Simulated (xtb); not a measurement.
C3H9ClSi, singlet, at a GFN2-xTB geometry; GFN1-xTB (xtb 6.7.1).

The xtb input:
```
$ xtb mol.xyz --gfn 1 --hess --json

# file mol.xyz
14

C     -0.74978598     1.59672421    -0.36729719
Si     0.16935212     0.11507053     0.39960080
C      1.63470173    -0.41130752    -0.69768298
C     -1.02145525    -1.34456870     0.68211767
Cl     0.90913523     0.69442496     2.21566147
H     -1.16721741     1.34294873    -1.33670467
H     -1.56785901     1.92573043     0.26713269
H     -0.08529637     2.44461056    -0.50725592
H      2.17557152    -1.24608658    -0.26096019
H      1.29949050    -0.71684066    -1.68389433
H      2.34259872     0.40224793    -0.82832830
H     -1.44967120    -1.69118153    -0.25323206
H     -1.84256222    -1.06385757     1.33557630
H     -0.51238124    -2.18640934     1.14272773
```

Output, abridged:

```
   ID    Z sym.   atoms
    1    6 C      1, 3, 4
    2   14 Si     2
    3   17 Cl     5
    4    1 H      6-14

           -------------------------------------------------
          |                Calculation Setup                |
           -------------------------------------------------

           -------------------------------------------------
          |                 G F N 1 - x T B                 |
           -------------------------------------------------

          ...................................................
          :                      SETUP                      :
          :.................................................:
          :  # basis functions                  50          :
          :  # atomic orbitals                  48          :
          :  # shells                           30          :
          :  # electrons                        32          :
          :  # halogen bonds                     0          :
          :  max. iterations                   250          :
          :  Hamiltonian                  GFN1-xTB          :
          :  restarted?                      false          :
          :  GBSA solvation                  false          :
          :  PC potential                    false          :
          :  electronic temp.          300.0000000     K    :
          :  accuracy                    1.0000000          :
          :  -> integral cutoff          0.2500000E+02      :
          :  -> integral neglect         0.1000000E-07      :
          :  -> SCF convergence          0.1000000E-05 Eh   :
          :  -> wf. convergence          0.2000000E-04 e    :
          :  Broyden damping             0.4000000          :
          :  net charge                          0          :
          :  unpaired electrons                  0          :
          ...................................................

 iter      E             dE          RMSdq      gap      omega  full diag
   1    -17.5655495 -0.175655E+02  0.778E+00    7.40       0.0  T
   2    -17.5684010 -0.285143E-02  0.470E+00    7.52       1.0  T
   3    -17.5689121 -0.511112E-03  0.237E-01    7.58       1.0  T
   4    -17.5690513 -0.139238E-03  0.321E-02    7.56       1.0  T
   5    -17.5690526 -0.129540E-05  0.144E-02    7.56       1.9  T
   6    -17.5690527 -0.950948E-07  0.158E-03    7.56      16.9  T
   7    -17.5690527 -0.715244E-08  0.556E-04    7.56      48.1  T
   8    -17.5690527 -0.776044E-08  0.790E-05    7.56     338.5  T
   9    -17.5690527 -0.336904E-10  0.280E-05    7.56     954.2  T

   *** convergence criteria satisfied after 9 iterations ***

         :::::::::::::::::::::::::::::::::::::::::::::::::::::
         ::                     SUMMARY                     ::
         :::::::::::::::::::::::::::::::::::::::::::::::::::::
         :: total energy             -17.375716117463 Eh    ::
         :: gradient norm              0.028306602465 Eh/a0 ::
         :: HOMO-LUMO gap              7.561890676150 eV    ::
         ::.................................................::
         :: SCC energy               -17.569052728629 Eh    ::
         :: -> electrostatic           0.003117054072 Eh    ::
         :: repulsion energy           0.198930050285 Eh    ::
         :: dispersion energy         -0.005593439120 Eh    ::
         :: halogen bond corr.         0.000000000000 Eh    ::
         :: add. restraining           0.000000000000 Eh    ::
         :: total charge               0.000000000000 e     ::
         :::::::::::::::::::::::::::::::::::::::::::::::::::::

           -------------------------------------------------
          |                Numerical Hessian                |
           -------------------------------------------------
step length          :   0.00500
SCC accuracy         :   0.30000
Hessian scale factor :   1.00000
frozen atoms in %    :   0.00000    0
RMS gradient         :   0.02831 !! INCOMPLETELY OPTIMIZED GEOMETRY !!
estimated CPU  time      0.04 min

writing file <hessian>.

 projected vibrational frequencies (cm⁻¹)
eigval :       -0.00    -0.00    -0.00     0.00     0.00     0.00
eigval :     -188.75  -157.11  -156.97   130.21   130.43   153.75
eigval :      201.16   201.33   506.50   604.67   627.11   647.34
eigval :      647.40   689.98   690.08   725.81   739.96   740.05
eigval :     1298.09  1300.56  1300.58  1429.64  1429.66  1431.80
eigval :     1432.67  1432.69  1432.72  3048.51  3048.61  3050.18
eigval :     3089.62  3089.89  3090.14  3097.55  3098.23  3098.34
           -------------------------------------------------
          |                Property Printout                |
           -------------------------------------------------

    * Orbital Energies and Occupations

         #    Occupation            Energy/Eh            Energy/eV
      -------------------------------------------------------------
         1        2.0000           -0.9047421             -24.6193
       ...           ...                  ...                  ...
         4        2.0000           -0.6103294             -16.6079
         5        2.0000           -0.5594044             -15.2222
         6        2.0000           -0.5161104             -14.0441
         7        2.0000           -0.5122635             -13.9394
         8        2.0000           -0.5122252             -13.9384
         9        2.0000           -0.5069007             -13.7935
        10        2.0000           -0.5068213             -13.7913
        11        2.0000           -0.4977384             -13.5442
        12        2.0000           -0.4748812             -12.9222
        13        2.0000           -0.4748488             -12.9213
        14        2.0000           -0.4676282             -12.7248
        15        2.0000           -0.4286810             -11.6650
        16        2.0000           -0.4286659             -11.6646 (HOMO)
        17                         -0.1507717              -4.1027 (LUMO)
[...]
eigval :     -188.75  -157.11  -156.97   130.21   130.43   153.75
eigval :      201.16   201.33   506.50   604.67   627.11   647.34
eigval :      647.40   689.98   690.08   725.81   739.96   740.05
eigval :     1298.09  1300.56  1300.58  1429.64  1429.66  1431.80
eigval :     1432.67  1432.69  1432.72  3048.51  3048.61  3050.18
eigval :     3089.62  3089.89  3090.14  3097.55  3098.23  3098.34
 reduced masses (amu)
   1: 25.62   2: 16.11   3: 12.40   4: 24.93   5: 23.83   6: 14.46   7:  1.04   8:  1.27
   9:  1.27  10:  9.50  11:  9.51  12: 13.69  13: 18.14  14: 18.15  15: 26.05  16:  2.62
  17: 13.41  18:  4.07  19:  4.08  20:  6.29  21:  6.27  22:  8.85  23: 15.16  24: 15.14
  25:  2.87  26:  3.01  27:  3.01  28:  1.57  29:  1.57  30:  1.59  31:  1.56  32:  1.56
  33:  1.57  34:  1.31  35:  1.31  36:  1.30  37:  1.97  38:  1.97  39:  1.98  40:  1.97
  41:  1.97  42:  1.97
 IR intensities (km·mol⁻¹)
   1:  0.35   2:  0.34   3:  0.09   4:  0.22   5:  0.30   6:  0.48   7:  0.00   8:  0.00
   9:  0.00  10:  0.00  11:  0.00  12:  1.35  13:  9.58  14:  9.65  15: 46.83  16:  0.00
  17: 27.05  18: 36.93  19: 37.02  20:  0.57  21:  0.59  22:589.75  23:390.41  24:390.17
  25: 15.21  26: 81.39  27: 81.40  28:  0.02  29:  0.03  30:  0.00  31:  6.16  32:  5.72
  33:  4.63  34:  3.12  35:  3.13  36:  0.05  37: 19.58  38: 21.83  39:  2.21  40: 42.48
  41:  1.76  42:  1.95
 Raman intensities (Ä⁴*amu⁻¹)
   1:  0.00   2:  0.00   3:  0.00   4:  0.00   5:  0.00   6:  0.00   7:  0.00   8:  0.00
   9:  0.00  10:  0.00  11:  0.00  12:  0.00  13:  0.00  14:  0.00  15:  0.00  16:  0.00
  17:  0.00  18:  0.00  19:  0.00  20:  0.00  21:  0.00  22:  0.00  23:  0.00  24:  0.00
  25:  0.00  26:  0.00  27:  0.00  28:  0.00  29:  0.00  30:  0.00  31:  0.00  32:  0.00
  33:  0.00  34:  0.00  35:  0.00  36:  0.00  37:  0.00  38:  0.00  39:  0.00  40:  0.00
  41:  0.00  42:  0.00
 output can be read by thermo (or use thermo option).
 writing <g98.out> molden fake output.
 recommended (thermochemical) frequency scaling factor: 1.0
           -------------------------------------------------
          |             Thermodynamic Functions             |
           -------------------------------------------------

c3v symmetry found (for desy threshold:  0.10E+00) used in thermo

          ...................................................
          :                      SETUP                      :
          :.................................................:
          :  # frequencies                          33      :
          :  # imaginary freq.                       3      :
          :  linear?                             false      :
          :  only rotor calc.                    false      :
          :  symmetry                              c3v      :
          :  rotational number                       3      :
          :  scaling factor                  1.0000000      :
          :  rotor cutoff                   50.0000000 cm⁻¹ :
          :  imag. cutoff                  -20.0000000 cm⁻¹ :
          :.................................................:

    mode    ω/cm⁻¹     T·S(HO)/kcal·mol⁻¹    T·S(FR)/kcal·mol⁻¹   T·S(vib)
   ------------------------------------------------------------------------
       1    130.21    -0.87742 ( 97.87%)    -0.77282 (  2.13%)    -0.87519
       2    130.43    -0.87645 ( 97.89%)    -0.77232 (  2.11%)    -0.87425
       3    153.75    -0.78275 ( 98.89%)    -0.72364 (  1.11%)    -0.78210
       4    201.16    -0.63281 ( 99.62%)    -0.64404 (  0.38%)    -0.63285
       5    201.33    -0.63236 ( 99.62%)    -0.64380 (  0.38%)    -0.63240
   ------------------------------------------------------------------------

   temp. (K)  partition function   enthalpy   heat capacity  entropy
                                   cal/mol     cal/K/mol   cal/K/mol   J/K/mol
 298.15  VIB   35.9                 2829.346     19.467     16.588
         ROT  0.771E+05              888.752      2.981     25.343
         INT  0.277E+07             3718.098     22.448     41.931
         TR   0.110E+28             1481.254      4.968     39.947
         TOT                        5199.3522    27.4159    81.8782   342.5783

       T/K    H(0)-H(T)+PV         H(T)/Eh          T*S/Eh         G(T)/Eh
   ------------------------------------------------------------------------
    298.15    0.828570E-02    0.116807E+00    0.389030E-01    0.779039E-01
   ------------------------------------------------------------------------

         :::::::::::::::::::::::::::::::::::::::::::::::::::::
         ::                  THERMODYNAMIC                  ::
         :::::::::::::::::::::::::::::::::::::::::::::::::::::
         :: total free energy         -17.297812238979 Eh   ::
         ::.................................................::
         :: total energy              -17.375716117465 Eh   ::
         :: zero point energy           0.108521151925 Eh   ::
         :: G(RRHO) w/o ZPVE           -0.030617273438 Eh   ::
         :: G(RRHO) contrib.            0.077903878487 Eh   ::
         :::::::::::::::::::::::::::::::::::::::::::::::::::::
imag cut-off (cm-1) :    5.00
 found            3  significant imaginary frequencies
 writing imag mode distorted coords to xtbhess.xyz
 for further optimization.

           -------------------------------------------------
          | TOTAL ENERGY              -17.375716117465 Eh   |
          | TOTAL ENTHALPY            -17.258909270382 Eh   |
          | TOTAL FREE ENERGY         -17.297812238979 Eh   |
          | GRADIENT NORM               0.028306762838 Eh/α |
          | HOMO-LUMO GAP               7.561887546013 eV   |
           -------------------------------------------------
########################################################################
[WARNING] Runtime exception occurred
-1- hessian_numhess: Hessian on incompletely optimized geometry!
########################################################################

normal termination of xtb
```
